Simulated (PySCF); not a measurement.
**Excitation energy of Al by level of theory**

Al [Ne] 3s2 3p1 (2P) → Al [Ne] 3s1 3p2 (4P), as a difference of total energies. All numbers are calculated (PySCF 2.14, the spin-free X2C one-electron Hamiltonian (Gaussian nucleus), in dyall-av3z (19s12p3d2f, 84 functions)). Correlated levels: valence: [Ne] frozen; virtual orbitals above 40 to 60 times the deepest correlated orbital energy dropped. The calculations carry no spin-orbit coupling.

| method | excitation energy (cm⁻¹) | error (cm⁻¹) |
| --- | --- | --- |
| UHF | 19489 | -9534 |
| LDA | 29787 | +765 |
| PBE | 28977 | -45 |
| PBE0 | 27960 | -1063 |
| r2SCAN | 25777 | -3246 |
| BHandHLYP | 30416 | +1394 |
| TPSSh | 28559 | -463 |
| wB97M-V | 31719 | +2696 |
| TPSS | 28761 | -262 |
| MP2 (valence) | 25548 | -3474 |
| SCS-MP2 (valence) | 28034 | -988 |

Reference: 29022 cm⁻¹ (measured; NIST levels, between the centres of gravity of the two terms).

Errors of the correlated levels include the incompleteness of this basis and the frozen core.
